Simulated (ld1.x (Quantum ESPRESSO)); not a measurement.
**Zr: TM pseudisation with LDA (PZ), scalar-relativistic reference atom.**

ld1.x (Quantum ESPRESSO) 7.5 was run on this input:

```
&input
   title='Zr', zed=40., rel=1, dft='PZ', iswitch=3,
   config='[Kr] 4d2 5s2 5p0',
   nld=3, rlderiv=3.50, eminld=-4.0, emaxld=5.0, deld=0.02
 /
 &inputp
   pseudotype=2, tm=.true., lloc=-2, rcloc=2.30,
   nlcc=.true., rcore=1.05,
   file_pseudopw='Zr.UPF', file_wfcaegen='ae.wfc', file_wfcncgen='nc.wfc', file_beta='beta', file_chi='chi'
 /
3
5S  1  0   2.00   0.00  3.20  3.20  0.0
4P  2  1   6.00   0.00  2.25  2.25  0.0
4D  3  2   2.00   0.00  2.35  2.35  0.0
 &test
   configts(1)='4p6 4d2 5s2 5p0'
 /
```

Command:

```bash
ld1.x < Zr.in > Zr.out
```

The program printed (shortened: banner, matrices, multipoles, cross overlaps and the repeated all-electron block are left out):

```
Program LD1 v.7.5
     --------------------------- All-electron run ----------------------------

     Zr
     scalar relativistic calculation

     atomic number is 40.00
     dft =PZ   lsd =0 sic =0 latt =0  beta=0.20 tr2=1.0E-14
     Exchange-correlation= PZ
                           (   1   1   0   0   0   0   0)
     mesh =1225 r(mesh) = 100.59681 a.u. xmin = -7.00 dx = 0.01250
     1 Ry =  13.60569312 eV, c = 137.03599908

     n l     nl                  e(Ry)          e(Ha)          e(eV)
     1 0     1S 1( 2.00)     -1308.2121      -654.1060    -17799.1317
     2 0     2S 1( 2.00)      -181.3068       -90.6534     -2466.8044
     2 1     2P 1( 6.00)      -161.8116       -80.9058     -2201.5592
     3 0     3S 1( 2.00)       -29.6668       -14.8334      -403.6376
     3 1     3P 1( 6.00)       -23.3167       -11.6583      -317.2397
     4 0     4S 1( 2.00)        -4.0066        -2.0033       -54.5120
     4 1     4P 1( 6.00)        -2.3887        -1.1944       -32.5004
     3 2     3D 1(10.00)       -12.8583        -6.4292      -174.9463
     4 2     4D 1( 2.00)        -0.2746        -0.1373        -3.7368
     5 0     5S 1( 2.00)        -0.3378        -0.1689        -4.5954
     5 1     5P 1( 0.00)        -0.1140        -0.0570        -1.5504

     final scf error:  5.1E-15 reached in  39 iterations

     Etot =   -7189.192687 Ry,   -3594.596343 Ha,  -97813.949498 eV

     Ekin =    7389.840295 Ry,    3694.920147 Ha,  100543.899281 eV
     Encl =  -17318.655363 Ry,   -8659.327681 Ha, -235632.310165 eV
     Eh   =    2959.438073 Ry,    1479.719037 Ha,   40265.206243 eV
     Exc  =    -219.815693 Ry,    -109.907846 Ha,   -2990.744857 eV

     normalization and overlap integrals

     s(1S/1S) =  1.000000  <r> =   0.0371  <r2> =    0.0019  r(max) =   0.0241
     s(2S/2S) =  1.000000  <r> =   0.1628  <r2> =    0.0312  r(max) =   0.1368
     s(2P/2P) =  1.000000  <r> =   0.1418  <r2> =    0.0246  r(max) =   0.1093
     s(3S/3S) =  1.000000  <r> =   0.4594  <r2> =    0.2420  r(max) =   0.4111
     s(3P/3P) =  1.000000  <r> =   0.4628  <r2> =    0.2497  r(max) =   0.4010
     s(4S/4S) =  1.000000  <r> =   1.2117  <r2> =    1.6673  r(max) =   1.0764
     s(4P/4P) =  1.000000  <r> =   1.3690  <r2> =    2.1551  r(max) =   1.1748
     s(3D/3D) =  1.000000  <r> =   0.4528  <r2> =    0.2481  r(max) =   0.3451
     s(4D/4D) =  1.000000  <r> =   2.2967  <r2> =    6.6053  r(max) =   1.6058
     s(5S/5S) =  1.000000  <r> =   3.6937  <r2> =   15.5874  r(max) =   3.1147
     s(5P/5P) =  1.000000  <r> =   5.0663  <r2> =   29.7732  r(max) =   4.1521

     ------------------------ End of All-electron run ------------------------

     --------------------- Generating NC pseudopotential ---------------------

      Generating local potential from pseudized AE potential:
      Matching radius rcloc =   2.3000
      Enforcing V''(0)=0 (lloc=-2)

      Local pseudo, rcloc= 2.307 Estimated cut-off energy=     6.04 Ry

      Computing core charge for nlcc:

       r > 1.06 : true rho core
       r < 1.06 : rho core = a sin(br)/r    a=   5.26  b=   2.35

      Integrated core pseudo-charge :   3.89

      Wfc   5S  rcut= 3.194  Using Troullier-Martins method

      Wfc   4P  rcut= 2.250  Using Troullier-Martins method

      Wfc   4D  rcut= 2.366  Using Troullier-Martins method

     ------------------- End of pseudopotential generation -------------------

     Computing logarithmic derivative in   3.50745
     Computing logarithmic derivative in   3.50745
     Computing the partial wave expansion
     R is outside the sphere for l=    0 j= 0.00
     R is outside the sphere for l=    1 j= 0.00
     R is outside the sphere for l=    2 j= 0.00

     ---------------------- Testing the pseudopotential ----------------------

     Zr
     scalar relativistic calculation

     atomic number is 40.00   valence charge is 10.00
     dft =PZ   lsd =0 sic =0 latt =0  beta=0.20 tr2=1.0E-14
     mesh =1225 r(mesh) = 100.59681 xmin = -7.00 dx = 0.01250

     n l     nl             e AE (Ry)        e PS (Ry)    De AE-PS (Ry)
     2 1     4P   1( 6.00)       -2.38873       -2.38873        0.00000
     3 2     4D   1( 2.00)       -0.27465       -0.27465        0.00000
     1 0     5S   1( 2.00)       -0.33776       -0.33776        0.00000
     3 1     5P   1( 0.00)       -0.11395       -0.10997       -0.00398

     eps = 1.1E-16  iter =  6

     Etot =   -7189.192687 Ry,   -3594.596343 Ha,  -97813.949498 eV
     Etotps =   -65.723934 Ry,     -32.861967 Ha,    -894.219681 eV

     Ekin =      23.927065 Ry,      11.963532 Ha,     325.544299 eV
     Encl =    -107.552023 Ry,     -53.776012 Ha,   -1463.319826 eV
     Ehrt =      47.547785 Ry,      23.773892 Ha,     646.920569 eV
     Ecxc =     -14.596466 Ry,      -7.298233 Ha,    -198.595039 eV
     (Ecc =      -4.311516 Ry,      -2.155758 Ha,     -58.661166 eV)
     Epseu=     -15.050294 Ry,      -7.525147 Ha,    -204.769684 eV

     ---------------------- End of pseudopotential test ----------------------
```

Generation and configuration tests took about 4.5 s on one core of a shared server CPU.

Transferability test of the new file with ld1.x, input:

```
&input
   title='Zr', zed=40., rel=1, dft='PZ', iswitch=2,
   config='[Kr] 4d2 5s2 5p0'
 /
 &test
   file_pseudo='Zr.UPF', nconf=10,
   configts(1)='4p6 4d2 5s2 5p0',
   configts(2)='4p6 4d2 5s1 5p0',
   configts(3)='4p6 4d2 5s0 5p0',
   configts(4)='4p6 4d1 5s0 5p0',
   configts(5)='4p6 4d2 5s1 5p1',
   configts(6)='4p6 4d2 5s1.5 5p0',
   configts(7)='4p6 4d2 5s0 5p2',
   configts(8)='4p6 4d3 5s1 5p0',
   configts(9)='4p6 4d2 5s2 5p0', lsdts(9)=1,
   configts(10)='4p6 4d2 5s1 5p0', lsdts(10)=1
 /
```

```bash
ld1.x < Zr.test.in > Zr.test.out
```

Pseudopotential blocks of its output, shortened (energy terms left out):

```
     ---------------------- Testing the pseudopotential ----------------------

     n l     nl             e AE (Ry)        e PS (Ry)    De AE-PS (Ry)
     2 1     4P   1( 6.00)       -2.38873       -2.38873        0.00000
     3 2     4D   1( 2.00)       -0.27465       -0.27465        0.00000
     1 0     5S   1( 2.00)       -0.33776       -0.33776        0.00000
     3 1     5P   1( 0.00)       -0.11395       -0.10997       -0.00398

     eps = 1.7E-15  iter =  6

     Etot =   -7189.192687 Ry,   -3594.596343 Ha,  -97813.949498 eV
     Etotps =   -65.723934 Ry,     -32.861967 Ha,    -894.219680 eV

     ---------------------- End of pseudopotential test ----------------------

          ---------------------- Testing the pseudopotential ----------------------

     n l     nl             e AE (Ry)        e PS (Ry)    De AE-PS (Ry)
     2 1     4P   1( 6.00)       -2.88496       -2.87623       -0.00874  !
     3 2     4D   1( 2.00)       -0.74879       -0.74498       -0.00380
     1 0     5S   1( 1.00)       -0.75141       -0.75130       -0.00011
     3 1     5P   1( 0.00)       -0.47326       -0.46535       -0.00791  !

     eps = 6.4E-15  iter =  9

     Etot =   -7188.652329 Ry,   -3594.326165 Ha,  -97806.597558 eV
     Etotps =   -65.183608 Ry,     -32.591804 Ha,    -886.868171 eV
     dEtot_ae =       0.540358 Ry
     dEtot_ps =       0.540326 Ry,   Delta E=       0.000032 Ry

     ---------------------- End of pseudopotential test ----------------------

          ---------------------- Testing the pseudopotential ----------------------

     n l     nl             e AE (Ry)        e PS (Ry)    De AE-PS (Ry)
     2 1     4P   1( 6.00)       -3.45843       -3.44546       -0.01297  !
     3 2     4D   1( 2.00)       -1.28719       -1.28302       -0.00417
     1 0     5S   1( 0.00)       -1.19612       -1.20132        0.00520  !
     3 1     5P   1( 0.00)       -0.86332       -0.85221       -0.01111  !

     eps = 5.6E-15  iter =  7

     Etot =   -7187.679100 Ry,   -3593.839550 Ha,  -97793.356098 eV
     Etotps =   -64.208942 Ry,     -32.104471 Ha,    -873.607167 eV
     dEtot_ae =       1.513587 Ry
     dEtot_ps =       1.514992 Ry,   Delta E=      -0.001405 Ry

     ---------------------- End of pseudopotential test ----------------------

          ---------------------- Testing the pseudopotential ----------------------

     n l     nl             e AE (Ry)        e PS (Ry)    De AE-PS (Ry)
     2 1     4P   1( 6.00)       -4.35773       -4.34712       -0.01061  !
     3 2     4D   1( 1.00)       -2.08574       -2.08091       -0.00484
     1 0     5S   1( 0.00)       -1.79193       -1.85989        0.06796  !
     3 1     5P   1( 0.00)       -1.38910       -1.36972       -0.01938  !

     eps = 1.3E-15  iter =  7

     Etot =   -7186.001826 Ry,   -3593.000913 Ha,  -97770.535626 eV
     Etotps =   -62.536202 Ry,     -31.268101 Ha,    -850.848375 eV
     dEtot_ae =       3.190861 Ry
     dEtot_ps =       3.187732 Ry,   Delta E=       0.003129 Ry

     ---------------------- End of pseudopotential test ----------------------

          ---------------------- Testing the pseudopotential ----------------------

     n l     nl             e AE (Ry)        e PS (Ry)    De AE-PS (Ry)
     2 1     4P   1( 6.00)       -2.47932       -2.47719       -0.00213
     3 2     4D   1( 2.00)       -0.35291       -0.35504        0.00213
     1 0     5S   1( 1.00)       -0.39239       -0.39564        0.00325
     3 1     5P   1( 1.00)       -0.15736       -0.15492       -0.00243

     eps = 7.9E-15  iter = 13

     Etot =   -7188.963567 Ry,   -3594.481784 Ha,  -97810.832168 eV
     Etotps =   -65.490042 Ry,     -32.745021 Ha,    -891.037414 eV
     dEtot_ae =       0.229119 Ry
     dEtot_ps =       0.233892 Ry,   Delta E=      -0.004773 Ry

     ---------------------- End of pseudopotential test ----------------------

          ---------------------- Testing the pseudopotential ----------------------

     n l     nl             e AE (Ry)        e PS (Ry)    De AE-PS (Ry)
     2 1     4P   1( 6.00)       -2.62572       -2.62168       -0.00404
     3 2     4D   1( 2.00)       -0.50215       -0.50042       -0.00173
     1 0     5S   1( 1.50)       -0.53834       -0.53822       -0.00013
     3 1     5P   1( 0.00)       -0.28656       -0.28077       -0.00580  !

     eps = 3.9E-15  iter = 11

     Etot =   -7188.974295 Ry,   -3594.487147 Ha,  -97810.978124 eV
     Etotps =   -65.505537 Ry,     -32.752768 Ha,    -891.248230 eV
     dEtot_ae =       0.218392 Ry
     dEtot_ps =       0.218398 Ry,   Delta E=      -0.000006 Ry

     ---------------------- End of pseudopotential test ----------------------

          ---------------------- Testing the pseudopotential ----------------------

     n l     nl             e AE (Ry)        e PS (Ry)    De AE-PS (Ry)
     2 1     4P   1( 6.00)       -2.56233       -2.55950       -0.00283
     3 2     4D   1( 2.00)       -0.42350       -0.42865        0.00515  !
     1 0     5S   1( 0.00)       -0.43908       -0.44592        0.00683  !
     3 1     5P   1( 2.00)       -0.19235       -0.19117       -0.00118

     eps = 8.9E-15  iter = 10

     Etot =   -7188.722616 Ry,   -3594.361308 Ha,  -97807.553855 eV
     Etotps =   -65.242284 Ry,     -32.621142 Ha,    -887.666496 eV
     dEtot_ae =       0.470071 Ry
     dEtot_ps =       0.481650 Ry,   Delta E=      -0.011579 Ry

     ---------------------- End of pseudopotential test ----------------------

          ---------------------- Testing the pseudopotential ----------------------

     n l     nl             e AE (Ry)        e PS (Ry)    De AE-PS (Ry)
     2 1     4P   1( 6.00)       -2.24723       -2.24112       -0.00611  !
     3 2     4D   1( 3.00)       -0.18285       -0.18211       -0.00074
     1 0     5S   1( 1.00)       -0.29660       -0.29903        0.00243
     3 1     5P   1( 0.00)       -0.09365       -0.09089       -0.00275

     eps = 2.0E-15  iter =  9

     Etot =   -7189.102683 Ry,   -3594.551342 Ha,  -97812.724938 eV
     Etotps =   -65.632233 Ry,     -32.816117 Ha,    -892.972024 eV
     dEtot_ae =       0.090003 Ry
     dEtot_ps =       0.091701 Ry,   Delta E=      -0.001698 Ry

     ---------------------- End of pseudopotential test ----------------------

          ---------------------- Testing the pseudopotential ----------------------

     n l     nl             e AE (Ry)        e PS (Ry)    De AE-PS (Ry)
     2 1     4P   1( 3.00)       -2.41402       -2.41445        0.00043
     3 2     4D   1( 2.00)       -0.30288       -0.30356        0.00069
     1 0     5S   1( 1.00)       -0.35469       -0.35570        0.00100
     3 1     5P   1( 0.00)       -0.12235       -0.11795       -0.00441
     2 1     4P   2( 3.00)       -2.34443       -2.34259       -0.00184
     3 2     4D   2( 0.00)       -0.23161       -0.23027       -0.00134
     1 0     5S   2( 1.00)       -0.31355       -0.31258       -0.00097
     3 1     5P   2( 0.00)       -0.10256       -0.09913       -0.00343

     eps = 7.7E-15  iter = 19

     Etot =   -7189.228197 Ry,   -3594.614098 Ha,  -97814.432634 eV
     Etotps =   -65.760480 Ry,     -32.880240 Ha,    -894.716909 eV
     dEtot_ae =      -0.035510 Ry
     dEtot_ps =      -0.036546 Ry,   Delta E=       0.001036 Ry

     ---------------------- End of pseudopotential test ----------------------

          ---------------------- Testing the pseudopotential ----------------------

     n l     nl             e AE (Ry)        e PS (Ry)    De AE-PS (Ry)
     2 1     4P   1( 3.00)       -2.91464       -2.90619       -0.00845  !
     3 2     4D   1( 2.00)       -0.78883       -0.78602       -0.00281
     1 0     5S   1( 1.00)       -0.78878       -0.78960        0.00082
     3 1     5P   1( 0.00)       -0.50034       -0.49136       -0.00898  !
     2 1     4P   2( 3.00)       -2.83203       -2.82125       -0.01078  !
     3 2     4D   2( 0.00)       -0.67554       -0.66899       -0.00654  !
     1 0     5S   2( 0.00)       -0.66835       -0.66678       -0.00157
     3 1     5P   2( 0.00)       -0.40553       -0.39851       -0.00701  !

     eps = 6.5E-15  iter = 11

     Etot =   -7188.731780 Ry,   -3594.365890 Ha,  -97807.678546 eV
     Etotps =   -65.265612 Ry,     -32.632806 Ha,    -887.983887 eV
     dEtot_ae =       0.460906 Ry
     dEtot_ps =       0.458322 Ry,   Delta E=       0.002584 Ry

     ---------------------- End of pseudopotential test ----------------------
```
